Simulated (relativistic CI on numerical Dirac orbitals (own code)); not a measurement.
Method of calculation: Dirac-Coulomb-Breit CI, separate exchange-only KLI orbitals for each configuration, a model potential for QED, unscaled Slater integrals (own radial code, finite nucleus).

The strongest absorption lines from the ground level of an ion, among the configurations computed and to levels below about 319 eV (vacuum wavelength in nm, gf): 7.7048 (0.0059), 8.3069 (0.0012), 9.0305 (0.009), 9.6146 (1.6), 10.855 (0.21), 11.522 (0.069), 14.534 (0.4).

(1) Which ion is it?
A. La²⁵⁺
B. La²³⁺
C. Pr²⁷⁺
D. Pm²⁹⁺

Answers

(1) A. La²⁵⁺ has 32 electrons and the ground level 4s2.4p2 3P_0; the strongest line goes to 4s2.4p.4d 3D°_1. The pattern of lines fixes the number of electrons, and along that sequence the line energies rise steadily with the charge (about as its square where n changes within one kind of shell, about linearly where n is kept but much faster in heavy ions where fine structure, which grows about as Z⁴, sets the gap, and irregularly where shells cross), which fixes Z. Configurations outside the model, such as inner-shell arrays, can give stronger lines. At this charge energies of transitions that change n are usually good to better than 1 %, and those within a shell (Δn = 0) to a few per cent.

LS names give the leading component of a level, which can be under half, so a name can repeat, a term be missing and a line seem to break the LS rules.
